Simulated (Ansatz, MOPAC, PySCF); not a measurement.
Potential energy curve for OH (cation, charge +1), triplet.

Levels: ROCCSDT = CCSDT on ROHF/cc-pVTZ, frozen core (Ansatz, an electronic-structure program); ROHF/cc-pVTZ (Ansatz); ROCCSD(T) = CCSD(T) on ROHF/cc-pVTZ, frozen core (Ansatz); UHF/6-31G* = unrestricted Hartree-Fock/6-31G*, spherical d in PySCF; PM3, unrestricted, heats of formation (MOPAC).

Energies are in eV, each relative to the lowest point of its own curve near equilibrium.

```json
[
 {"R / Å": "0.79", "ROCCSDT": "1.807", "ROHF": "1.600", "ROCCSD(T)": "1.805", "UHF/6-31G*": "1.719", "PM3": "0.875"},
 {"R / Å": "0.82", "ROCCSDT": "1.273", "ROHF": "1.092", "ROCCSD(T)": "1.271", "UHF/6-31G*": "1.182", "PM3": "0.561"},
 {"R / Å": "0.87", "ROCCSDT": "0.647", "ROHF": "0.509", "ROCCSD(T)": "0.645", "UHF/6-31G*": "0.563", "PM3": "0.207"},
 {"R / Å": "0.94", "ROCCSDT": "0.171", "ROHF": "?", "ROCCSD(T)": "0.170", "UHF/6-31G*": "0.115", "PM3": "0.007"},
 {"R / Å": "0.96", "ROCCSDT": "0.098", "ROHF": "0.042", "ROCCSD(T)": "0.097", "UHF/6-31G*": "0.052", "PM3": "0.000"},
 {"R / Å": "0.99", "ROCCSDT": "0.029", "ROHF": "0.000", "ROCCSD(T)": "0.029", "UHF/6-31G*": "0.000", "PM3": "0.024"},
 {"R / Å": "1.04", "ROCCSDT": "0.000", "ROHF": "0.017", "ROCCSD(T)": "0.000", "UHF/6-31G*": "?", "PM3": "0.137"},
 {"R / Å": "1.06", "ROCCSDT": "0.012", "ROHF": "0.047", "ROCCSD(T)": "0.013", "UHF/6-31G*": "0.025", "PM3": "0.202"},
 {"R / Å": "1.11", "ROCCSDT": "0.089", "ROHF": "?", "ROCCSD(T)": "0.089", "UHF/6-31G*": "?", "PM3": "0.399"},
 {"R / Å": "1.15", "ROCCSDT": "0.186", "ROHF": "?", "ROCCSD(T)": "0.187", "UHF/6-31G*": "0.252", "PM3": "0.578"},
 {"R / Å": "1.21", "ROCCSDT": "0.372", "ROHF": "0.540", "ROCCSD(T)": "0.374", "UHF/6-31G*": "0.470", "PM3": "0.859"},
 {"R / Å": "1.28", "ROCCSDT": "0.627", "ROHF": "0.854", "ROCCSD(T)": "0.630", "UHF/6-31G*": "0.754", "PM3": "1.174"},
 {"R / Å": "1.37", "ROCCSDT": "0.982", "ROHF": "1.278", "ROCCSD(T)": "0.987", "UHF/6-31G*": "1.128", "PM3": "1.527"},
 {"R / Å": "1.54", "ROCCSDT": "1.652", "ROHF": "2.059", "ROCCSD(T)": "1.660", "UHF/6-31G*": "1.765", "PM3": "2.074"},
 {"R / Å": "1.74", "ROCCSDT": "2.358", "ROHF": "2.853", "ROCCSD(T)": "2.370", "UHF/6-31G*": "2.326", "PM3": "2.758"},
 {"R / Å": "1.87", "ROCCSDT": "2.756", "ROHF": "3.280", "ROCCSD(T)": "2.770", "UHF/6-31G*": "2.598", "PM3": "3.238"},
 {"R / Å": "2.08", "ROCCSDT": "3.300", "ROHF": "3.831", "ROCCSD(T)": "3.317", "UHF/6-31G*": "2.925", "PM3": "3.871"},
 {"R / Å": "2.29", "ROCCSDT": "3.737", "ROHF": "4.232", "ROCCSD(T)": "3.757", "UHF/6-31G*": "3.143", "PM3": "4.267"},
 {"R / Å": "2.54", "ROCCSDT": "4.141", "ROHF": "4.559", "ROCCSD(T)": "4.165", "UHF/6-31G*": "3.300", "PM3": "4.571"},
 {"R / Å": "2.82", "ROCCSDT": "4.472", "ROHF": "4.790", "ROCCSD(T)": "4.500", "UHF/6-31G*": "3.393", "PM3": "4.796"},
 {"R / Å": "3.11", "ROCCSDT": "4.708", "ROHF": "4.931", "ROCCSD(T)": "4.740", "UHF/6-31G*": "3.438", "PM3": "4.934"},
 {"R / Å": "3.57", "ROCCSDT": "—", "ROHF": "5.043", "ROCCSD(T)": "—", "UHF/6-31G*": "?", "PM3": "5.031"},
 {"R / Å": "4.17", "ROCCSDT": "—", "ROHF": "5.100", "ROCCSD(T)": "—", "UHF/6-31G*": "—", "PM3": "5.060"}
]
```

### Question
What belongs in the gaps?

### Answer

- 0.94, ROHF: 0.096
- 1.04, UHF/6-31G*: 0.001
- 1.11, ROHF: 0.169
- 1.11, UHF/6-31G*: 0.132
- 1.15, ROHF: 0.302
- 3.57, UHF/6-31G*: 3.464

Dashes: no converged value, or the column stops at the first point that the program doubted or that broke a chosen test of continuity, which isn't proof of a fault.

The T1 diagnostic of CCSD on the restricted reference of ROCCSDT, ROCCSD(T) exceeds 0.045 at 1.74 to 4.17 Å. The unrestricted solution behind UHF/6-31G* changes between 3.57 and 4.17 Å, which can leave a kink. The unrestricted determinant behind UHF/6-31G* is spin-contaminated at 1.54 to 3.57 Å (<S²> up to 3.0, against 2.00 for a pure triplet).
